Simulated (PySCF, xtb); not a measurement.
Si(AsH2)(F)(H)2 (AsFH4Si), SMILES F[SiH2][AsH2].

Harmonic wavenumbers (cm⁻¹) from GFN2-xTB (xtb) at its own minimum, in rising order: 65, 149, 375, 404, 585, 636, 665, 719, 789, 791, 1009, 1910, 1914, 2245, 2262.

Q: What does TPSSh-D3(BJ)/def2-SVP run with PySCF 2.14.0 give at its own minimum? (The exact figures need the calculation; the answer reports its results.)

A: 110, 162, 359, 440, 603, 686, 745, 856, 912, 965, 996, 2194, 2213, 2261, 2272. Paired by order, the mean absolute difference is 88 cm⁻¹ and the zero-point energies are 20.8 and 22.6 kcal/mol.
